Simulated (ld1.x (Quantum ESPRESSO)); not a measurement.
Configuration tests for antimony (PAW)

ld1.x (Quantum ESPRESSO) 7.5 input, shortened:

```
&input
   title='Sb', zed=51., rel=1, dft='PW91', iswitch=3,
   config='[Kr] 4d10 4f-2 5s2 5p3'
 /
 &inputp
   pseudotype=3, lpaw=.true., tm=.true., lloc=-1, rcloc=1.60,
   nlcc=.true., new_core_ps=.true., rcore=1.20,
   which_augfun='BG', rmatch_augfun=0.90
 /
7
5S  1  0   2.00   0.00  1.50  2.10  0.0
5S  1  0   0.00  -0.15  1.50  2.10  0.0
5P  2  1   3.00   0.00  2.00  2.65  0.0
5P  2  1   0.00   0.10  2.00  2.65  0.0
4D  3  2  10.00   0.00  1.10  1.30  0.0
4D  3  2   0.00   1.20  1.10  1.30  0.0
4F  4  3  -2.00   0.40  1.80  2.30  0.0
 &test
   configts(1)='4d10 5s2 5p3'
 /
```

Energies are relative to the spin-unpolarised reference configuration 4d10 5s2 5p3; without spin polarisation the order of configurations can differ from experiment.

| valence configuration | charge | ΔE all-electron (eV) | error AE − PS (meV) |
| --- | --- | --- | --- |
| 4d10 5s2 5p2 | +1 | 8.375 | +1.0 |
| 4d10 5s2 5p1 | +2 | 24.422 | +11 |
| 4d10 5s2 5p2.5 | +0.5 | 3.288 | -0.1 |
| 4d9 5s2 5p4 | 0 | 31.113 | +77 |
| 4d10 5s1 5p3 | +1 | 17.133 | -13 |
| 4d10 5s2 5p3.3 | -0.3 | -1.172 | +0.4 |

**Question.** What are ΔE and the potential's error for 4d10 5s2 5p0?

**Answer.** ΔE = 48.930 eV all-electron; the error (AE − PS) is +28 meV.

Note: ghost state, extra bound levels that the all-electron valence spectrum of the same l lacks: s at -33.9 eV. A true bound ghost makes a file unfit for plane-wave use.
